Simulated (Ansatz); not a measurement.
Consider the substitution at a C–C bond: `CC1(S)[SiH2]S1` + `[OH][Sc]([F])[F]` → `C[O][Sc]([F])[F]` + `SC1[SiH2]S1`.

Program: Ansatz. Geometries: PBE0-D4/def2-TZVP. ΔE: electronic, gas phase. CCSD(T)/CBS adds triple-zeta CCSD(T) − MP2 to the extrapolated MP2 energy (def2 sets, frozen cores). DFT in def2-TZVPP. B3LYP here is the variant with VWN-RPA as its local correlation; programs differ in this. For Sc outer-core shells are correlated without core-valence functions, which leaves a few kJ/mol of doubt a bond. Scalar relativity is left out up to krypton. Each species was taken in one conformer, which may not be the lowest.

```json
{"level": "ωB97M-V", "ΔE (kJ/mol)": "55.8"}
{"level": "B3LYP", "ΔE (kJ/mol)": "39.5"}
```

Q: What does CCSD(T)/CBS give? (Estimate.)

A: The calculation gave: +58.4 kJ/mol. The listed levels differ from it by -2.6, -18.9 kJ/mol.

Largest T1 diagnostic among the species: 0.017.

In def2-TZVPP, CCSD(T) changes the Hartree–Fock value by +19.0 kJ/mol (the triples alone add +2.6 kJ/mol) and MP2 by +29.0 kJ/mol. The D4 term adds +9.5 kJ/mol with B3LYP and +5.1 kJ/mol with PBE0; it sums over pairs of atoms, weighted by their polarisabilities, and B3LYP, whose exchange is more repulsive, gets the larger term.
